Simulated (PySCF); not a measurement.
# Correlation energy of Si²⁺ (silicon, charge +2)

[Ne] 3s2, closed-shell 1S. Computed with PySCF 2.14 in pcseg-2 (5s4p2d1f, 34 functions), with no relativity, point nucleus. Frozen: [Ne]; 2 electrons correlated.

Total MP2 correlation energy: -31.28 mhartree.

Same-spin part 0.00 and opposite-spin part -31.28 mhartree; SCS-MP2 scales them by 1/3 and 6/5 to -37.54 mhartree.

With two correlated electrons CCSD is exact within the correlated space (frozen core and kept virtual orbitals).

```
level  correlation energy (mhartree)
 CCSD                         -44.24
```

Diagnostics: T1 = 0.0060, D1 = 0.0085, largest double amplitude 0.116.

Cost of the coupled-cluster step: 0.1 s of wall time on 1 thread of Neoverse-N1 (shared host), for 2 correlated electrons.

Iterations:

```
CC2 = 0
CCSD nocc = 1, nmo = 29
frozen orbitals [0, 1, 2, 3, 4]
max_cycle = 100
direct = 0
conv_tol = 1e-08
conv_tol_normt = 1e-06
diis_space = 8
diis_start_cycle = 0
Init t2, MP2 energy = -288.01818809795  E_corr(MP2) -0.0312815829802826
Init E_corr(CCSD) = -0.0312815829802854
cycle = 1  E_corr(CCSD) = -0.0388793657982867  dE = -0.00759778282  norm(t1,t2) = 0.0462491
cycle = 2  E_corr(CCSD) = -0.0418217294265852  dE = -0.00294236363  norm(t1,t2) = 0.0208899
cycle = 3  E_corr(CCSD) = -0.0442559601326073  dE = -0.00243423071  norm(t1,t2) = 0.00986173
cycle = 4  E_corr(CCSD) = -0.0442362109982257  dE = 1.97491344e-05  norm(t1,t2) = 0.000453071
cycle = 5  E_corr(CCSD) = -0.0442440451801908  dE = -7.83418197e-06  norm(t1,t2) = 2.96724e-05
cycle = 6  E_corr(CCSD) = -0.0442417826719154  dE = 2.26250828e-06  norm(t1,t2) = 6.76012e-06
cycle = 7  E_corr(CCSD) = -0.0442422321976833  dE = -4.49525768e-07  norm(t1,t2) = 1.76356e-06
cycle = 8  E_corr(CCSD) = -0.0442422376213438  dE = -5.42366047e-09  norm(t1,t2) = 7.75905e-08
CCSD converged
E(CCSD) = -288.0311487525912  E_corr = -0.04424223762134375
```
